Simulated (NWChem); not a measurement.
System meant: C2H4BN3; SMILES NB1C=NC=N1

The following NWChem deck was run.

```
start job
memory heap 200 mb stack 900 mb global 1100 mb
geometry units angstroms noautoz
  N      0.078326    -2.107080     0.000000
  B      0.018476    -0.721531     0.000000
  C      1.193709     0.374142     0.000000
  N      0.646656     1.543318     0.000000
  C     -0.802900     1.274197     0.000000
  N     -1.235679     0.071759     0.000000
  H      0.937068    -2.639542     0.000000
  H     -0.763307    -2.670046     0.000000
  H      2.282665     0.306580     0.000000
  H     -1.444107     2.157303     0.000000
end
basis spherical
  N library def2-svp
  B library def2-svp
  C library def2-svp
  H library def2-svp
end
dft
  xc pbe0
  iterations 4
  mulliken
end
task dft energy
```

End of the output:

```
    Atom       Charge   Shell Charges
 -----------   ------   -------------------------------------------------------
    1 N    7     6.93   1.97  0.67  0.39  2.23  1.64  0.03
    2 B    5     5.19   1.96  0.51  0.22  1.49  0.67  0.33
    3 C    6     6.00   1.97  0.63  0.33  1.84  1.13  0.11
    4 N    7     7.11   1.97  0.83  0.50  2.15  1.60  0.06
    5 C    6     5.89   1.97  0.62  0.30  1.78  1.05  0.17
    6 N    7     7.12   1.97  0.79  0.49  2.19  1.64  0.05
    7 H    1     0.91   0.59  0.19  0.12
    8 H    1     0.90   0.59  0.19  0.12
    9 H    1     0.98   0.64  0.27  0.07
   10 H    1     0.98   0.65  0.27  0.07

 center of mass
 --------------
 x =  -0.02353813 y =   0.04865318 z =   0.00000000

 moments of inertia (a.u.)
 ------------------
         505.061522282433           0.000000000000           0.000000000000
           0.000000000000         217.708780696034           0.000000000000
           0.000000000000           0.000000000000         722.770302978467

     Multipole analysis of the density
     ---------------------------------

     L   x y z        total         alpha         beta         nuclear
     -   - - -        -----         -----         ----         -------
     0   0 0 0     -0.000000    -21.000000    -21.000000     42.000000

     1   1 0 0      0.495061      0.247530      0.247530     -0.000000
     1   0 1 0     -1.304247     -0.652124     -0.652124     -0.000000
     1   0 0 1     -0.000000     -0.000000     -0.000000      0.000000

     2   2 0 0    -26.120962    -75.287804    -75.287804    124.454647
     2   1 1 0     -3.441150      0.877415      0.877415     -5.195981
     2   1 0 1      0.000000      0.000000      0.000000      0.000000
     2   0 2 0    -20.632683   -152.800371   -152.800371    284.968060
     2   0 1 1      0.000000      0.000000      0.000000      0.000000
     2   0 0 2    -26.122275    -13.061137    -13.061137      0.000000

 ------------------------------------------------------------------------
 dft energy failed                                                                                  0
 ------------------------------------------------------------------------
 ------------------------------------------------------------------------
  current input line :
    26: task dft energy
 ------------------------------------------------------------------------
 ------------------------------------------------------------------------
 This type of error is most commonly associated with calculations not reaching convergence criteria
 ------------------------------------------------------------------------
 For more information see the NWChem manual at https://nwchemgit.github.io

0:dft energy failed:Received an Error in Communication
```

What is wrong, and how is it mended?

The run did not converge; its last values are not results. Cause: the SCF was allowed too few iterations. This input runs:
```
start job
memory heap 200 mb stack 900 mb global 1100 mb
geometry units angstroms noautoz
  N      0.078326    -2.107080     0.000000
  B      0.018476    -0.721531     0.000000
  C      1.193709     0.374142     0.000000
  N      0.646656     1.543318     0.000000
  C     -0.802900     1.274197     0.000000
  N     -1.235679     0.071759     0.000000
  H      0.937068    -2.639542     0.000000
  H     -0.763307    -2.670046     0.000000
  H      2.282665     0.306580     0.000000
  H     -1.444107     2.157303     0.000000
end
basis spherical
  * library def2-svp
end
dft
  xc pbe0
  iterations 150
  mulliken
end
task dft energy
```
It converges to -267.23568 Ha (PBE0/def2-SVP).
